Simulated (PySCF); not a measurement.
Species: CH10O2Si3.
Geometry (PBE0-D3(BJ)/def2-SVP, Å), atoms numbered from 1 in this order:
```
atom  x, y, z in Å
C1     0.0864   -2.2979   -0.5830
Si2    0.0871   -1.0047    0.7507
O3    -1.3093   -0.1201    0.6677
Si4   -2.1667    1.1644    0.0810
O5     1.3900   -0.0047    0.5543
Si6    2.0380    1.3989   -0.0349
H7     0.0009   -1.8292   -1.5759
H8     1.0158   -2.8874   -0.5604
H9    -0.7626   -2.9873   -0.4560
H10    0.1657   -1.5892    2.1139
H11   -2.8270    1.8829    1.2083
H12   -3.2087    0.6841   -0.8740
H13   -1.2544    2.1088   -0.6368
H14    1.4467    2.5810    0.6609
H15    3.5100    1.3742    0.1971
H16    1.7724    1.5237   -1.5011
```

Theory: core-valence-separated Tamm–Dancoff BHandHLYP/aug-pcX-1 (pcseg-1 on H, def2-SVPD on Si) in PySCF, non-relativistic, gas phase, PBE0-D3(BJ)/def2-SVP geometry. The energies are unshifted.

Problem. What does the C 1s absorption edge look like?

Solution. 
```tsv
E (eV)	f	core hole on	main final orbital
285.10	0.0049	C1	LUMO (55 %)
285.86	0.0330	C1	LUMO+5 (46 %)
285.89	0.0325	C1	spread
286.26	0.0003	C1	spread
286.40	0.0016	C1	LUMO+2 (47 %)
286.94	0.0002	C1	spread
286.98	0.0190	C1	spread
```

The first line with a tenth or more of the strongest one's intensity is at 285.10 eV (f = 0.005), with the hole on C1 (Si-methyl carbon). The strongest listed is at 285.86 eV (f = 0.033; C1).

Problem. What does the O 1s absorption edge look like?

Solution. 
| E (eV) | f | core hole on | main final orbital |
| --- | --- | --- | --- |
| 532.41 | 0.0108 | O3/O5 | LUMO (2 roots, f summed) |
| 533.65 | 0.0148 | O5 | LUMO+2 (42 %) |
| 533.70 | 0.0152 | O3 | LUMO+2 (37 %) |
| 533.87 | 0.0127 | O3 | spread |
| 533.97 | 0.0078 | O5 | spread |
| 534.02 | 0.0128 | O3 | spread |
| 534.08 | 0.0163 | O5 | spread |
| 534.38 | 0.0007 | O5 | LUMO+6 (37 %) |
| 534.42 | 0.0063 | O3 | spread |

The first line with a tenth or more of the strongest one's intensity is at 532.41 eV (f = 0.011, sum of 2), with the hole on O3/O5 (siloxane oxygen). The strongest listed is at 534.08 eV (f = 0.016; O5).

Roots within 0.03 eV whose holes lie on the same, on equivalent or on shared atoms are summed into one line, and the highest roots are left out, as the search may have cut off their partners. Final orbitals are the ground state's empty Kohn–Sham orbitals.

Problem. What is the summed oscillator strength of the listed C K lines, and their intensity-weighted mean energy?

Solution. Σf = 0.091 over 7 lines from 285.10 to 286.98 eV; the weighted mean is 286.07 eV. The strongest line holds 36 % of the sum.

Only the lowest roots of each edge were sought.

On one thread, Arm Neoverse N1 (aarch64) (shared host), this took 34 s wall and 0.81 GiB of memory at its peak.

One conformer stands for the species.
